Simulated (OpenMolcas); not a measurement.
A calculation on Hf II.

- Program: OpenMolcas
- Method: SS-CASPT2, IPEA 0.25 Eh, imaginary shift 0.1 Eh (closed shells correlated: 5s 5p)
- Basis: ANO-RCC-VQZP [9s8p6d4f3g2h]
- Scalar Hamiltonian: DKH2, point nucleus
- Active space: 3 electrons in 6 orbitals (5d 6s)
- State averaging: 2S+1 = 2 even, 65 roots; 2S+1 = 4 even, 20 roots kept (CI in the orbitals of an earlier block)
- Spin-orbit coupling: state interaction with AMFI integrals over the reference wave functions, term energies averaged over their components

(1) Which level of the active space comes out lowest?

(2) How high does 5d² 6s ⁴F_9/2 lie?

(3) How high does 5d² 6s ⁴P_1/2 lie?

(4) How high does 5d² 6s ²F_5/2 lie?

(5) The level at 12280 cm⁻¹ has J = 3/2. What is it made of, and what is its g factor?

Measured values: NIST Handbook of Basic Atomic Spectroscopic Data.

## Answers

(1) 5d 6s² ²D_3/2, with 86 % of that term; it is also the measured ground level.

(2) 7640 cm⁻¹ above the lowest level; measured 8362 cm⁻¹ above the ground level, so the calculation is off by -9 %.

(3) 11550 cm⁻¹ above the lowest level.

(4) 11060 cm⁻¹ above the lowest level.

(5) 50 % 5d² 6s ²D_3/2, 39 % 5d² 6s ⁴P, 8 % 5d² 6s ²P; g = 1.201, against 0.800 from Landé's formula for the pure leading term.

Term energies are means over components that CASPT2 splits; among the terms shown or strongly mixed into the levels shown the widest spread is 660 cm-1 (5d² 6s ²F). Over all roots computed the reference weight is 0.89 to 0.94; the roots of lowest weight are the least certain, and an intruder state may touch them. Terms from blocks run as CI alone lack orbitals of their own. Configurations are named by rounded mean occupations; where the s occupation lies near a half they are strongly mixed, a name can repeat and a true partner stay unpaired. A single d shell beside an s shell can misplace configurations of different d count against each other. The CASPT2 spread within a term exceeds the gap to the next term for 5d² 6s ²F and 5d² 6s ⁴P, so the order of their levels is uncertain, and so are names and mixing where such terms share a J. Computed and measured levels are paired by configuration, term and J; levels that our copy of the source lacks, or whose pairing is in doubt (as where it misses far off the trend of its configuration), stay unpaired and out of the deviations. Levels of configurations outside the active space are missing.
